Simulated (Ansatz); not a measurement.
## A relaxation, step by step

Si$_{2}$NH$_{9}$O, singlet, PBE0-D4/def2-TZVP (Ansatz 0.2.0). Settings:

```yaml
hamiltonian: {xc: pbe0, dispersion: d4}
relax: {f_tol: 0.005, max_steps: 200}
```

Start, a step off a saddle point along its unstable mode:

```xyz
13
angstrom
Si -0.9531 0.2622 -0.6782
H 0.4021 1.1257 0.6642
O -0.5385 -1.0956 0.1556
Si 0.3543 -1.3714 1.5168
H -1.7725 -0.2634 -1.7753
H -1.7908 1.2762 0.0205
H 0.6562 1.2692 -0.0663
N 0.4291 1.0451 -1.5259
H -0.1686 -0.6014 2.6774
H 1.7822 -1.0292 1.2876
H 0.2473 -2.8164 1.8055
H 0.2304 1.7890 -2.1811
H 1.1217 0.4100 -1.9008
```

| step | energy less the last (meV) | largest force component (eV/Å) |
| --- | --- | --- |
| 1 | 1450.6 | 1.826 |
| 3 | 567.5 | 1.916 |
| 5 | 169.4 | 0.480 |
| 7 | 72.1 | 0.515 |
| 9 | 51.9 | 0.379 |
| 11 | 32.8 | 0.076 |
| 13 | 28.6 | 0.253 |
| 15 | 22.7 | 0.379 |
| 17 | 14.9 | 0.272 |
| 19 | 9.5 | 0.177 |
| 21 (rejected trial) | 7.9 | 0.263 |
| 23 | 4.7 | 0.026 |
| 25 (rejected trial) | 23.1 | 0.846 |
| 27 (rejected trial) | 4.1 | 0.189 |
| 29 | 3.0 | 0.068 |
| 31 | 2.1 | 0.072 |
| 33 | 1.4 | 0.081 |
| 35 | 0.4 | 0.036 |
| 37 | 0.1 | 0.029 |
| 39 | 0.0 | 0.024 |
| 41 | 0.0 | 0.004 |

Step 13, positions (Å) and forces (eV/Å):

```
atom       x       y       z      Fx      Fy      Fz
 Si1  -1.079   0.018  -0.999   0.021  -0.034  -0.030
  H2   1.025   2.098   1.531   0.008  -0.019  -0.075
  O3  -0.604  -1.122   0.072  -0.019   0.004   0.034
 Si4   0.283  -1.435   1.408   0.010  -0.011   0.010
  H5  -1.955  -0.716  -1.947   0.010   0.011   0.016
  H6  -1.818   1.111  -0.317  -0.001  -0.011  -0.011
  H7   1.119   1.850   0.830  -0.004   0.018   0.070
  N8   0.258   0.766  -1.754  -0.075  -0.196   0.048
  H9  -0.184  -0.606   2.551   0.001   0.011  -0.008
 H10   1.722  -1.158   1.163  -0.008   0.001  -0.002
 H11   0.113  -2.869   1.750  -0.002   0.002  -0.013
 H12   0.292   1.761  -1.851   0.032   0.253  -0.001
 H13   0.829   0.302  -2.438   0.027  -0.029  -0.038
```

Last step (41):

Si1  (-1.083, 0.055, -0.990)
H2  (0.633, 2.240, 1.166)
O3  (-0.636, -1.090, 0.097)
Si4  (0.279, -1.443, 1.400)
H5  (-1.992, -0.628, -1.937)
H6  (-1.749, 1.152, -0.245)
H7  (1.288, 1.881, 1.150)
N8  (0.179, 0.758, -1.892)
H9  (-0.198, -0.693, 2.592)
H10  (1.702, -1.084, 1.153)
H11  (0.182, -2.899, 1.664)
H12  (0.764, 1.483, -1.511)
H13  (0.631, 0.270, -2.646)
(Å)

Hardware: 8 CPU threads of an Arm Neoverse V1, shared host. Wall time about 71 s.
